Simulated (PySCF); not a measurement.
# Electron correlation in Ne²⁺ (neon, charge +2)

[He] 2s2 2p4, high-spin 3P determinant. Computed with PySCF 2.14 in pcseg-2, with no relativity, point nucleus. Frozen: 1s2; 6 electrons correlated.

MP2 pair energies summed by pair of shells (mhartree):

| pair | energy | share (%) |
| --- | --- | --- |
| 2p-2p | -61.52 | 48.4 |
| 2s-2p | -57.28 | 45.1 |
| 2s-2s | -8.27 | 6.5 |

Total MP2 correlation energy: -127.07 mhartree.

Same-spin part -30.90 and opposite-spin part -96.18 mhartree; SCS-MP2 scales them by 1/3 and 6/5 to -125.71 mhartree.

```csv
level,correlation energy (mhartree)
CCSD,-141.59
(T),-1.20
CCSD(T),-142.79
```

Diagnostics: T1 = 0.0031, D1 = 0.0056, largest double amplitude 0.024.

Problem. Is a single reference adequate?

Solution. Yes: T1 lies below 0.03 and no double amplitude reaches 0.07.
